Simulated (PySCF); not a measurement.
**Shifts of the heteroatoms**

Molfile (atoms numbered from 1):
```
C6H9N2PSi
     RDKit          3D

 19 19  0  0  0  0  0  0  0  0999 V2000
    3.8721    1.4797   -0.0677 P   0  0  0  0  0  0  0  0  0  0  0  0
    3.0986   -0.6313   -0.1970 Si  0  0  0  0  0  4  0  0  0  0  0  0
    1.3750   -0.6659   -0.1306 N   0  0  0  0  0  0  0  0  0  0  0  0
    0.5838    0.3087   -0.0261 C   0  0  0  0  0  0  0  0  0  0  0  0
   -0.8649    0.1316    0.0221 C   0  0  0  0  0  0  0  0  0  0  0  0
   -1.4416   -1.1400   -0.0015 C   0  0  0  0  0  0  0  0  0  0  0  0
   -2.8203   -1.2408    0.0483 C   0  0  0  0  0  0  0  0  0  0  0  0
   -3.5720   -0.0772    0.1169 C   0  0  0  0  0  0  0  0  0  0  0  0
   -2.9018    1.1404    0.1337 C   0  0  0  0  0  0  0  0  0  0  0  0
   -1.5900    1.2474    0.0893 N   0  0  0  0  0  0  0  0  0  0  0  0
    3.4199    1.8500   -1.3218 H   0  0  0  0  0  0  0  0  0  0  0  0
    5.1348    1.1887   -0.5452 H   0  0  0  0  0  0  0  0  0  0  0  0
    3.4185   -1.3242   -1.4462 H   0  0  0  0  0  0  0  0  0  0  0  0
    3.5608   -1.3667    0.9781 H   0  0  0  0  0  0  0  0  0  0  0  0
    0.9135    1.3557    0.0340 H   0  0  0  0  0  0  0  0  0  0  0  0
   -0.7993   -2.0041   -0.0564 H   0  0  0  0  0  0  0  0  0  0  0  0
   -3.3027   -2.2077    0.0349 H   0  0  0  0  0  0  0  0  0  0  0  0
   -4.6498   -0.1106    0.1569 H   0  0  0  0  0  0  0  0  0  0  0  0
   -3.4444    2.0755    0.1862 H   0  0  0  0  0  0  0  0  0  0  0  0
  1  2  1  0
  2  3  1  0
  3  4  2  0
  4  5  1  0
  5  6  2  0
  6  7  1  0
  7  8  2  0
  8  9  1  0
  9 10  2  0
 10  5  1  0
  1 11  1  0
  1 12  1  0
  2 13  1  0
  2 14  1  0
  4 15  1  0
  6 16  1  0
  7 17  1  0
  8 18  1  0
  9 19  1  0
M  END
```

- GFN2-xTB structure
- shielding tensors at PBE0/pcSseg-1 (GIAO)
- run in PySCF
- single conformer, isolated molecule, averaged over atoms made equivalent by symmetry, fast rotation or ring inversion, non-relativistic Hamiltonian

(1) Where does 31P resonate?

(2) What are the 29Si shifts?

(3) What are the 15N shifts?

Results:

(1) 
```csv
atoms,environment,σ (ppm),δ (ppm)
P1,"phosphorus bonded to Si, 2 H",622.9,-245.9
```

Shieldings were converted by a linear fit to measured shifts: 31P: δ = 270.09 − 0.828σ (rms 18.1 ppm, 64 shifts vs H3PO4, solution or neat liquid). Occasional misses reach two or three times the rms, and more in compound classes unlike the fitted ones.

On a 600 MHz spectrometer 31P resonates near 242.9 MHz, so 1 ppm is 242.9 Hz.

(2) 
| atoms | environment | σ (ppm) | δ (ppm) |
| --- | --- | --- | --- |
| Si2 | silicon bonded to N, P, 2 H | 381.2 | -33.3 |

Shieldings were converted by a linear fit to measured shifts: 29Si (scatter 8.9 ppm rms, 25.8 ppm with the 6 outliers that the fit left out vs TMS, solution or neat liquid). Occasional misses reach two or three times the rms, and more in compound classes unlike the fitted ones.

On a 600 MHz spectrometer 29Si resonates near 119.2 MHz, so 1 ppm is 119.2 Hz.

(3) 
```csv
atoms,environment,σ (ppm),δ (ppm)
N3,imine nitrogen,-112.0,-44.8
N10,pyridine-type ring nitrogen,-97.8,-58.0
```

Shieldings were converted by a linear fit to measured shifts: 15N: δ = -148.07 − 0.921σ (rms 6.3 ppm, 71 shifts vs CH3NO2, solution or neat liquid). A few per cent of atoms miss by over 2 rms, more outside the fitted compound classes.

On a 400 MHz spectrometer 15N resonates near 40.5 MHz, so 1 ppm is 40.5 Hz.
